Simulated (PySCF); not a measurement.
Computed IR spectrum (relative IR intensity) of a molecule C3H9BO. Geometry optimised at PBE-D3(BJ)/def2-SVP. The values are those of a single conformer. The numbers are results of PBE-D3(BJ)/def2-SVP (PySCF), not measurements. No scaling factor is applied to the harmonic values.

Lines under 2 % of the strongest are left out, and lines within 2 cm⁻¹ are merged.

ν (cm⁻¹): 918 (w), 1052 (w), 1123 (m), 1155 (vw), 1246 (w), 1289 (s), 1329 (vs), 1384 (w), 1389 (w), 1426 (vw), 1447 (m), 2941 (m), 3020 (w), 3032 (vw), 3057 (w), 3075 (w), 3080 (w) (against the strongest line: vs over 80 %, s over 45 %, m over 15 %, w over 4 %, vw less)

Question: Which structure fits?
A. CCCBO
B. COB(C)C
C. CCB(C)O
D. CBOCC

Answer: B, COB(C)C
